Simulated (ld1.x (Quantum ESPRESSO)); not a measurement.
## u(r) = r·R(r): atom against pseudo-atom (nitrogen)

Columns: radius, all-electron u(r) and pseudo u(r) of the 2p shell (level -7.24 eV) of nitrogen in the configuration [He] 2s2 2p3; LDA (PZ), scalar-relativistic, TM semilocal scheme, ld1.x (Quantum ESPRESSO) 7.5.

```tsv
r (bohr)	all-electron	pseudo
0.130	0.1124	0.0308
0.260	0.3054	0.1184
0.390	0.4817	0.2494
0.520	0.6154	0.4039
0.650	0.7048	0.5588
0.780	0.7560	0.6927
0.910	0.7771	0.7897
1.040	0.7759	0.8427
1.170	0.7592	0.8533
1.300	0.7320	0.8297
1.430	0.6982	0.7832
1.560	0.6606	0.7251
1.690	0.6211	0.6641
1.820	0.5810	0.6061
1.950	0.5415	0.5538
2.080	0.5030	0.5079
2.210	0.4660	0.4674
2.340	0.4308	0.4310
2.470	0.3975	0.3975
2.600	0.3662	0.3662
2.730	0.3369	0.3369
2.860	0.3095	0.3095
2.990	0.2841	0.2841
3.120	0.2605	0.2605
3.250	0.2387	0.2387
3.380	0.2185	0.2185
```

(1) How many radial nodes do the two functions have?

(2) At about which radius was the pseudo-wave matched?

(3) Is the pseudo-wave norm-conserving?

## Answers

(1) The all-electron 2p function has n − l − 1 = 0; the pseudo-wave has 0.

(2) 2.60 bohr. The columns agree to 0.0005 from 2.34 bohr on; several derivatives are matched, so the curves merge somewhat inside the radius.

(3) Yes: the TM semilocal scheme keeps the norm inside the radius equal to the all-electron one, which fixes the energy derivative of the logarithmic derivative at the level.
